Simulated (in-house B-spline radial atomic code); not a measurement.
Computed with a B-spline radial atomic code. Model: two electrons, singlet ground state, non-relativistic, full CI in B-splines with partial waves to l = 8 (at full coupling up to 3e-4 hartree above the limit, correlation up to 0.6 % small), density held at that of full coupling by Lieb maximisation.

Along the adiabatic connection the electron repulsion is scaled by a coupling λ while a local potential keeps the density fixed. At λ = 0 the system is the Kohn-Sham one and W equals the exchange energy; the exchange-correlation energy is the area under W between 0 and 1. The kinetic energy rises with λ as the electrons avoid each other, with dT/dλ = −λ dW/dλ.

Command:
```bash
python run_ac.py task.json out
```
Settings (lengths in bohr, energies in hartree):
```
potential              yukawa
strength               7.75
lmax                   8
second                 3.24
```

Cost of the run: 22 s on 1 thread of Intel(R) Xeon(R) Processor @ 2.30GHz, on a shared host.

**W = mean repulsion less Hartree energy, and W of three functionals.**

Given: confinement screened point charge; nuclear charge 7.75; screening of the nucleus 3.24 1/bohr; external potential -Z exp(-k r)/r.

Computed: LDA exchange minus exact 551.54 millihartree; SCAN exchange minus exact -22.141 millihartree.

```tsv
coupling	W xc (hartree)	W xc minus exchange (millihartree)	kinetic minus Kohn-Sham (millihartree)	LDA (PW92) W minus its exchange (millihartree)	PBE W minus its exchange (millihartree)	SCAN W minus its exchange (millihartree)
0	-4.0134	0	0	0	0	0
0.02	-4.0154	-1.933	0	-15.16	-1.75	-1.83
0.05	-4.0183	-4.824	0.1	-32.31	-4.39	-4.56
0.12	-4.025	-11.531	0.7	-64.95	-10.59	-10.83
0.25	-4.0373	-23.843	3	-113.93	-22.2	-22.22
0.4	?	?	?	?	?	?
0.6	-4.0695	-56.1	16.6	-215.13	-53.39	-51.65
0.8	-4.0874	-73.969	29.1	-262.55	-71	-67.76
1	?	?	?	?	?	?
1.4	-4.1387	-125.26	85.4	-380.7	-122.31	-113.58
2	-4.1868	-173.33	167	-476.59	-171.09	-156.13
3	-4.2605	-247.03	350.6	-607.3	-246.67	-221.05
4.5	-4.3581	-344.63	714.8	-761.99	-347.87	-307.03
7	-4.4932	-479.7	1485.1	-956.59	-490.05	-427.29
10	-4.6213	-607.85	2566.5	-1130.3	-628.08	-544.05
```

(1) What belongs in the row 0.4?

(2) What belongs in the row 1?

(3) What is the PBE exchange minus exact?

**Energy parts, natural occupations and partial-wave weights.**

Computed: total energy -18.5494 hartree; exchange energy -4.0134 hartree; correlation energy -0.046586 hartree; kinetic part of the DFT correlation energy 0.044858 hartree; initial slope twice GL2 -0.096786 hartree; Hartree energy 8.0269 hartree; Kohn-Sham kinetic 44.073 hartree.

| natural | occupation of the shell (electrons) |
| --- | --- |
| s | 1.9987 |
| s | 0.00062189 |
| p | 0.00061236 |
| d | ? |
| p | 2.8467e-05 |
| s | 1.5953e-05 |

(4) What belongs in the row d?

| wave | weight |
| --- | --- |
| s | 0.99965 |
| p | 0.00032206 |
| d | 1.9367e-05 |
| f | ? |
| g | 6.9352e-07 |

(5) What belongs in the row f?

(6) What is the kinetic part over minus potential part?

(7) What is the Lieb Oxford ratio E_xc over LDA exchange?

Results:

(1) W xc (hartree): -4.0513; W xc minus exchange (millihartree): -37.825; kinetic minus Kohn-Sham (millihartree): 7.5; LDA (PW92) W minus its exchange (millihartree): -161.1; PBE W minus its exchange (millihartree): -35.6; SCAN W minus its exchange (millihartree): -35.04.

(2) W xc (hartree): -4.1049; W xc minus exchange (millihartree): -91.444; kinetic minus Kohn-Sham (millihartree): 44.9; LDA (PW92) W minus its exchange (millihartree): -305.28; PBE W minus its exchange (millihartree): -88.37; SCAN W minus its exchange (millihartree): -83.44.

(3) 41.925 millihartree.

(4) occupation of the shell (electrons): 3.3823e-05.

(5) weight: 2.9073e-06.

(6) 0.49055.

(7) 1.1728.

Half-way to full coupling W has made 51 % of its drop, against 50 % for a straight line, and second-order (GL2) theory, half the initial slope, overshoots the correlation energy by about 4 %: correlation is weak here. Over couplings 0 to 1 the errors in E_xc come to about +419 millihartree for LDA, +44 millihartree for PBE, -18 millihartree for SCAN, so SCAN is nearest. In LDA and SCAN the errors of exchange and correlation have opposite signs, so the sum is smaller than the larger of the two.
